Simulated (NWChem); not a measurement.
Isomers of C₃H₈Si, each optimised at PBE0/def2-SVP with NWChem, gas phase unless a solvent is named. Flexible species stand in one conformer each, which need not be the lowest. 

A: C/C=C\[SiH3]
B: [SiH3]CC=C
C: [SiH3]C1CC1
D: C1C[SiH2]C1

Task: Rank them by orbital gap (eV), PBE0/def2-SVP, lowest first.

Result: A (7.14), B (7.44), D (8.76), C (9.65)
